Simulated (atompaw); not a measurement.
## Before and after: PAW (atompaw) potential for cobalt

- Element: cobalt
- Generator: atompaw 4.2.0.5
- Type: PAW
- Functional: LDA (PW92)
- Relativity: scalar-relativistic
- Frozen core: [Ar]
- Valence charge: 9
- Reference configuration: 3d6 4s0 4p0 (charge +3)
- Partial waves: 4s (bound, empty): rc 1.45 bohr; 4s channel at -1.15 Ry: rc 1.45 bohr; 4p (bound, empty): rc 2.40 bohr; 4p channel at 0.05 Ry: rc 2.40 bohr; 3d (bound): rc 1.80 bohr; 3d channel at -2.4 Ry: rc 1.80 bohr
- Local potential: troulliermartins scheme with l = 3 at 0 Ry, radius 2.00 bohr
- Core correction: smooth core density matched at 1.45 bohr
- Augmentation charge: sinc compensation charge, radius 2.10 bohr; PAW radius 2.40 bohr; waves and projectors: custom polynom gramschmidtortho

Change: augmentation sinc compensation charge, radius 2.10 bohr; PAW radius 2.40 bohr; waves and projectors: custom polynom2 7 10 vanderbiltortho.

Cutoffs: the cutoffs (Ry, on a coarse ladder) from which the occupation-weighted sum of valence levels, in a spherical-Bessel basis at the reference potential, stays within 10 and 1 mRy of its value at 400 Ry; they do not see the model core or the augmentation charge, which bear on the density cutoff.

Q: What does the change do?

A: The potential gets neither clearly harder nor softer (40 Ry and 55 Ry → 25 Ry and 140 Ry); both files keep a bound ghost (s); the range in which the p phases agree widens (upper end 1.7 → 3.0); the range in which the d phases agree narrows (upper end 3.6 → -0.4).

```tsv
quantity	base	changed
cutoff, loose	40 Ry	25 Ry
cutoff, tight	55 Ry	140 Ry
bound ghosts	s	s
s: phases at 2.41 bohr within 0.05 rad from the reference energy up to (Ry; the scan ends near 5)	to the end of the scan	to the end of the scan
p: phases at 2.41 bohr within 0.05 rad from the reference energy up to (Ry; the scan ends near 5)	1.7	3.0
d: phases at 2.41 bohr within 0.05 rad from the reference energy up to (Ry; the scan ends near 5)	3.6	-0.4
lowest overlap eigenvalue by channel	s 0.88, p 0.31, d 0.96	s 0.50, p 0.95, d 0.95
```

 A true bound ghost makes a file unfit for plane-wave use even where its test errors are small: the radial tests pick states by their node count and pass the ghost by. The cutoffs see the waves, projectors and local potential, not the compensation charge or the core.
